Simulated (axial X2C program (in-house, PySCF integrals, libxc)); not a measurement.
**Worked dissociation energy of LiTa⁺: HF, spin-free**

Computed with an axial X2C code built on PySCF integrals. Spin-free means the one-electron spin-free X2C Hamiltonian. Basis: Ta dyall-v3z [13s14p9d7f2g], Li dyall-v3z [7s8p2d] (cores contracted in-house); Gaussian nuclei, density fitting, unrestricted open shells. Masses: Ta 180.948 u, Li 7.016 u.

Molecular state: M_S = 3/2, Λ = 0 (beyond evenly filled blocks: σα, δ+α, δ-α).

| Quantity | Value |
| --- | --- |
| E(Ta) (2M_S = 3, M_L = 2) | -15600.192384 hartree |
| E(Li+) (2M_S = 0, M_L = 0) | -7.237072 hartree |
| E(LiTa⁺) at Re | -15607.467136 hartree |
| ωe | 213.0 cm⁻¹ |

Task: Work out De and D0.

Result: De = -15600.192384 + (-7.237072) − (-15607.467136) = 0.03768 hartree = 1.025 eV. The zero-point energy is ωe/2 = 107 cm⁻¹ = 0.013 eV, so D0 = 1.012 eV.

The state is a single determinant with fixed occupations, the lowest that a limited PBE0 search found. Dissociation energies refer to the lowest single-determinant-based atoms at the same level and basis. PBE0 can misorder states that lie within some tenths of an eV, so this need not be the ground state of the molecule. The nearest other spin-free determinant of the search, M_S = 3/2, Λ = 2, lies 0.07 eV up at the distance of the search. The determinant is spin-polarised beyond a pure state at some levels (its spin-free form has ⟨S²⟩ too high), which makes Re and μ there less reliable. With spin–orbit coupling the lowest determinant has another configuration, so this spin-free state is a model.

Hartree–Fock lacks correlation and underbinds, often by eV.

Each atomic determinant is the lowest at this level and need not be a pure term. Totals compare only within one Hamiltonian and basis.
